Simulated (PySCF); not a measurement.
# Computed structure and properties of [NdF4]−

System: [NdF4]− (singlet in the valence; each metal's 4f electrons, 3 of them, lie in its core potential, out of spins and levels); start: template (Td). Method: PySCF 2.14.0, RKS PBE0, Nd lcecp-1-SVP with ECP49, F def2-SVP; non-relativistic Hamiltonian with scalar-relativistic core potentials where named; density fitting; no spin-orbit coupling.

Input of the relaxation:

```python
mol = gto.M(atom='''
Nd    -0.00000     0.00000    -0.00000
F      1.24250     1.24250     1.24250
F     -1.24250    -1.24250     1.24250
F      1.24250    -1.24250    -1.24250
F     -1.24250     1.24250    -1.24250''',
    basis={'Nd': 'lcecp-1-SVP', 'F': 'def2-SVP'},
    ecp={'Nd': 'lcecp-1-SVP'},
    charge=-1, spin=0)
mf = dft.RKS(mol, xc='PBE0')
mf.grids.atom_grid = (50, 194)  # f atoms: unpruned, at least (60, 302)
mf = mf.density_fit()  # fitting sets: Nd AutoAux, F def2-universal-JKFIT
mf.conv_tol = 1e-08; mf.max_cycle = 55
mf.kernel(dm0)  # dm0: converged density of the start geometry
# quasi-Newton relaxation in Cartesian coordinates to a largest gradient under 0.00045 Eh/bohr, steps kept in the point group
```

Run from Python with OMP_NUM_THREADS=2; the lines above give its settings. Where DIIS fails, smearing, a level shift and second-order steps follow.
It took 6.7 s on 2 threads of Arm Neoverse V2, on a shared host, from the converged density of the start.

Course of the relaxation:

```csv
step,energy above end (eV),largest force component within the symmetry (eV/Å)
0,0.0155,0.212
1,0.0014,0.066
2,0.0000,0.003
```

Relaxed geometry (Td):

```xyz
5

Nd    0.0000    0.0000    0.0000
F     1.2303    1.2303    1.2303
F    -1.2303   -1.2303    1.2303
F     1.2303   -1.2303   -1.2303
F    -1.2303    1.2303   -1.2303
```

```tsv
contact	Å
Nd1–F2 (F)	2.131
Nd1–F3 (F)	2.131
Nd1–F4 (F)	2.131
Nd1–F5 (F)	2.131
```

On the finer grid (75, 302):

| Item | Value |
| --- | --- |
| HOMO | -4.73 eV |
| LUMO | 3.68 eV |
| Dipole about the centre of mass | 0.00 D |
| Set of Mulliken populations of Nd1 outside the core potential | s 2.13, p 6.33, d 1.37, f 0.11 |
| D3(BJ) dispersion energy (not in the energies) | -0.055 eV |

```json
{"atom": "Nd1", "Mulliken (e)": "1.06", "Löwdin (e)": "0.56", "spin (e)": "0.00"}
{"atom": "F2", "Mulliken (e)": "-0.51", "Löwdin (e)": "-0.39", "spin (e)": "0.00"}
{"atom": "F3", "Mulliken (e)": "-0.51", "Löwdin (e)": "-0.39", "spin (e)": "0.00"}
{"atom": "F4", "Mulliken (e)": "-0.51", "Löwdin (e)": "-0.39", "spin (e)": "0.00"}
{"atom": "F5", "Mulliken (e)": "-0.51", "Löwdin (e)": "-0.39", "spin (e)": "0.00"}
```

The 4f levels lie in the core potential and are missing. Their spin isn't counted.

On the grid (50, 194), as all that follows. Harmonic modes: a minimum; lowest 106 cm⁻¹ (negative: unstable), highest 515 cm⁻¹, zero-point energy 0.159 eV.

Taking off one F (charge -1, singlet; the rest: singlet) in vacuum, both parts rigid, costs 6.42 eV; the small basis without counterpoise inflates it.

Rigid scan of F along the line from its metal:

| distance to F2 (Å) | energy (eV) |
| --- | --- |
| 1.83 | 1.109 |
| 1.93 | 0.421 |
| 2.03 | 0.091 |
| 2.13 | 0.000 |
| 2.23 | 0.065 |
| 2.33 | 0.231 |
| 2.53 | 0.715 |
| 2.83 | 1.546 |
| 3.23 | 2.540 |
| 3.73 | 3.454 |

One start shape was tried, so this needn't be the lowest isomer.

An lcecp potential fixes the number of 4f electrons, so in runs with it no electron can move into or out of that shell.
